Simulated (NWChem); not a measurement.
Molecule: AlGeH5O; SMILES [OH][AlH][GeH3]

```xyz
8

Al    -0.5650     1.2645    -0.0012
Ge     0.0758    -1.1155    -0.0005
H     -0.7113    -1.9173    -1.0608
H      1.5761    -1.3338    -0.2778
H     -0.2379    -1.7803     1.3590
H     -2.0633     1.8049     0.0056
O      0.7168     2.3922    -0.0002
H      0.6210     3.3466     0.0059
```
Atoms are numbered in this order, from 1.

Results from NWChem. The geometry was optimised at PBE0/def2-SVP. B3LYP is NWChem's, with the RPA form of VWN correlation.

For level B3LYP/def2-SVP:

| Quantity | Result |
|---|---|
| highest occupied level (eV) | -7.34 |
| orbital gap (eV) | 5.93 |

### Question
What are these values for level PBE/def2-SVP?

### Answer
- highest occupied level (eV): -6.41
- orbital gap (eV): 4.45
